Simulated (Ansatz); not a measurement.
`N[SiH2][TeH]` and `N[SiH2]S` differ in one element.

Ansatz, PBE0-D4/def2-TZVP geometries, multiplicity 1. Each molecule was computed in one conformer, which needn't be the lowest.

Elements past krypton have def2 core potentials.

```tsv
property	`N[SiH2][TeH]`
size of the dipole moment (PBE/def2-TZVPP) / D	1.74
LUMO energy (PBE/def2-TZVPP) / eV	-1.20
size of the dipole moment (B3LYP/def2-TZVPP) / D	1.68
zero-point energy (PBE0-D4/def2-TZVP) / kJ/mol	131.9
HOMO–LUMO gap (ωB97M-V/def2-TZVPP) / eV	9.84
HOMO energy (PBE0/def2-TZVPP) / eV	-6.35
```

Problem. Give the same properties after the change, and the shifts. (An estimate is asked.)

Solution. Ansatz gave: 
```tsv
property	`N[SiH2]S`	shift
size of the dipole moment (PBE/def2-TZVPP) / D	1.17	-0.57
LUMO energy (PBE/def2-TZVPP) / eV	-0.59	0.61
size of the dipole moment (B3LYP/def2-TZVPP) / D	1.13	-0.55
zero-point energy (PBE0-D4/def2-TZVP) / kJ/mol	137.8	5.9
HOMO–LUMO gap (ωB97M-V/def2-TZVPP) / eV	11.31	1.47
HOMO energy (PBE0/def2-TZVPP) / eV	-7.19	-0.84
```

With PBE0 the HOMO falls by 0.84 eV and the LUMO rises by 0.68 eV, so the gap widens by about 1.52 eV. PBE moves the HOMO by -0.62 eV and ωB97M-V by -0.97 eV. Dipoles are sizes alone; their direction can turn.

B3LYP here is the variant with VWN-RPA as its local correlation; programs differ in this.

Spin–orbit coupling is left out; it splits and shifts lone-pair levels of the heavy atoms by tenths of an eV.
